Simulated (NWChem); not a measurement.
Species: BeBrF; SMILES [Be]([F])[Br]

Program: NWChem. Coordinates come from a PBE0/def2-SVP optimisation. Vertical excitations in the gas phase; the lowest state need not have the same character in each row.

### Question
Among these, which level gives the highest value of “lowest excitation, singlet (eV)”?
A. BHandHLYP/def2-SVPD, TDA
B. PBE0/def2-SVPD, TDA
C. PBE/def2-SVPD, TDA
D. B3LYP/def2-SVPD, TDA

### Answer
A, BHandHLYP/def2-SVPD, TDA. Values: PBE/def2-SVPD, TDA 6.60; B3LYP/def2-SVPD, TDA 6.91; PBE0/def2-SVPD, TDA 7.16; BHandHLYP/def2-SVPD, TDA 7.45
